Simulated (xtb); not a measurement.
F3La (SMILES [F][La]([F])[F]), singlet, geometry from GFN2-xTB (such geometries of metal compounds can be far from the true shape); GFN2-xTB (xtb).

xtb was given this input:
```
$ xtb mol.xyz --gfn 2 --opt --json

# file mol.xyz
4

La     0.03101627    -0.05651823    -0.13480663
F     -1.70864996    -0.89419144     0.33144867
F     -0.05107305     1.90142145    -0.45924858
F      1.56328666    -0.64928125     0.98157523
```

Q: Predict the main parts of the log of this xtb run.

A: 
```
   ID    Z sym.   atoms
    1   57 La     1
    2    9 F      2-4

           -------------------------------------------------
          |                Calculation Setup                |
           -------------------------------------------------

           -------------------------------------------------
          |                 G F N 2 - x T B                 |
           -------------------------------------------------

          ...................................................
          :                      SETUP                      :
          :.................................................:
          :  # basis functions                  22          :
          :  # atomic orbitals                  21          :
          :  # shells                            9          :
          :  # electrons                        24          :
          :  max. iterations                   250          :
          :  Hamiltonian                  GFN2-xTB          :
          :  restarted?                      false          :
          :  GBSA solvation                  false          :
          :  PC potential                    false          :
          :  electronic temp.          300.0000000     K    :
          :  accuracy                    1.0000000          :
          :  -> integral cutoff          0.2500000E+02      :
          :  -> integral neglect         0.1000000E-07      :
          :  -> SCF convergence          0.1000000E-05 Eh   :
          :  -> wf. convergence          0.1000000E-03 e    :
          :  Broyden damping             0.4000000          :
          :  net charge                          0          :
          :  unpaired electrons                  0          :
          ...................................................

 iter      E             dE          RMSdq      gap      omega  full diag
   1     -2.2166156 -0.221662E+01  0.543E+01    0.19       0.0  T
   2    -14.4435776 -0.122270E+02  0.270E+01   20.82       1.0  T
   3    -14.8691550 -0.425577E+00  0.215E+01   11.55       1.0  T
   4    -14.8574341  0.117209E-01  0.216E+01   11.74       1.0  T
   5    -15.3236469 -0.466213E+00  0.994E+00    6.30       1.0  T
   6     -8.0222217  0.730143E+01  0.473E+01    0.15       1.0  T
   7     -9.5202990 -0.149808E+01  0.425E+01    0.14       1.0  T
   8     -9.5269859 -0.668695E-02  0.424E+01    0.14       1.0  T
   9     -9.4855180  0.414679E-01  0.426E+01    0.14       1.0  T
  10    -15.0577639 -0.557225E+01  0.124E+01    0.53       1.0  T
  11    -15.2540271 -0.196263E+00  0.102E+01    0.78       1.0  T
  12    -15.0588648  0.195162E+00  0.121E+01    0.54       1.0  T
  13    -15.4347541 -0.375889E+00  0.737E+00    1.17       1.0  T
  14    -15.5629541 -0.128200E+00  0.447E+00    3.45       1.0  T
  15    -15.5913086 -0.283545E-01  0.325E+00    2.81       1.0  T
  16    -15.5795174  0.117911E-01  0.350E+00    3.18       1.0  T
  17    -15.5734670  0.605046E-02  0.312E+00    3.33       1.0  T
  18    -15.5914693 -0.180023E-01  0.207E+00    2.87       1.0  T
  19    -15.5923591 -0.889842E-03  0.181E+00    2.84       1.0  T
  20    -15.5940551 -0.169593E-02  0.140E+00    2.74       1.0  T
  21    -15.5943036 -0.248572E-03  0.127E+00    2.72       1.0  T
  22    -15.5946581 -0.354464E-03  0.102E+00    2.68       1.0  T
  23    -15.5947531 -0.950205E-04  0.716E-01    2.63       1.0  T
  24    -15.5942190  0.534144E-03  0.501E-01    2.57       1.0  T
  25    -15.5933224  0.896523E-03  0.688E-01    2.52       1.0  T
  26    -15.5931287  0.193736E-03  0.784E-01    2.52       1.0  T
  27    -15.5933130 -0.184246E-03  0.771E-01    2.53       1.0  T
  28    -15.5941735 -0.860538E-03  0.552E-01    2.59       1.0  T
  29    -15.5943628 -0.189288E-03  0.445E-01    2.60       1.0  T
  30    -15.5944810 -0.118242E-03  0.367E-01    2.62       1.0  T
  31    -15.5946029 -0.121916E-03  0.279E-01    2.63       1.0  T
  32    -15.5946948 -0.918934E-04  0.193E-01    2.65       1.0  T
[...]
         :: total energy             -15.577600100809 Eh    ::
 * total energy  :   -15.5776001 Eh     change       -0.3730349E-12 Eh
   *** GEOMETRY OPTIMIZATION CONVERGED AFTER 1 ITERATIONS ***
         :: total energy             -15.577600100809 Eh    ::
[...]

           -------------------------------------------------
          |                Property Printout                |
           -------------------------------------------------

    * Orbital Energies and Occupations

         #    Occupation            Energy/Eh            Energy/eV
      -------------------------------------------------------------
         1        2.0000           -0.9035603             -24.5871
         2        2.0000           -0.8681627             -23.6239
         3        2.0000           -0.8681627             -23.6239
         4        2.0000           -0.5560310             -15.1304
         5        2.0000           -0.5351933             -14.5634
         6        2.0000           -0.5307058             -14.4412
         7        2.0000           -0.5307058             -14.4412
         8        2.0000           -0.5256071             -14.3025
         9        2.0000           -0.5256071             -14.3025
        10        2.0000           -0.5236177             -14.2484
        11        2.0000           -0.5236177             -14.2484
        12        2.0000           -0.5220258             -14.2050 (HOMO)
        13                         -0.4234931             -11.5238 (LUMO)
        14                         -0.4108300             -11.1793
        15                         -0.4108300             -11.1793
        16                         -0.3883441             -10.5674
        17                         -0.3883441             -10.5674
        18                         -0.2822388              -7.6801
        19                          0.0284162               0.7732
        20                          0.2680614               7.2943
        21                          0.2680614               7.2943
      -------------------------------------------------------------
                  HL-Gap            0.0985326 Eh            2.6812 eV
             Fermi-level           -0.4727594 Eh          -12.8644 eV

     #   Z          covCN         q      C6AA      α(0)
     1  57 La       1.849     0.855  1527.231   143.256
     2   9 F        0.616    -0.285    12.190     4.119
     3   9 F        0.616    -0.285    12.190     4.119
     4   9 F        0.616    -0.285    12.190     4.119

 Mol. C6AA /au·bohr⁶  :       2251.269469
 Mol. C8AA /au·bohr⁸  :     443725.543878
 Mol. α(0) /au        :        155.612899

Wiberg/Mayer (AO) data.
largest (>0.10) Wiberg bond orders for each atom

 ---------------------------------------------------------------------------
     #   Z sym  total        # sym  WBO       # sym  WBO       # sym  WBO
 ---------------------------------------------------------------------------
     1  57 La   3.225 --     2 F    1.075     4 F    1.075     3 F    1.075
     2   9 F    1.195 --     1 La   1.075
     3   9 F    1.195 --     1 La   1.075
     4   9 F    1.195 --     1 La   1.075
 ---------------------------------------------------------------------------

Topologies differ in total number of bonds
Writing topology from bond orders to xtbtopo.mol

molecular dipole:
                 x           y           z       tot (Debye)
 q only:        0.156      -0.284      -0.678
   full:        0.302      -0.550      -1.312       3.697
molecular quadrupole (traceless):
                xx          xy          yy          xz          yz          zz
 q only:       -2.377      -0.643      -1.558      -1.533       2.794       3.935
  q+dip:       -2.753      -0.745      -1.805      -1.776       3.236       4.557
   full:       -4.791      -1.296      -3.141      -3.091       5.633       7.932

optimized geometry written to: xtbopt.xyz

           -------------------------------------------------
          | TOTAL ENERGY              -15.577600100809 Eh   |
          | GRADIENT NORM               0.000021922416 Eh/α |
          | HOMO-LUMO GAP               2.681208932425 eV   |
           -------------------------------------------------

normal termination of xtb
```
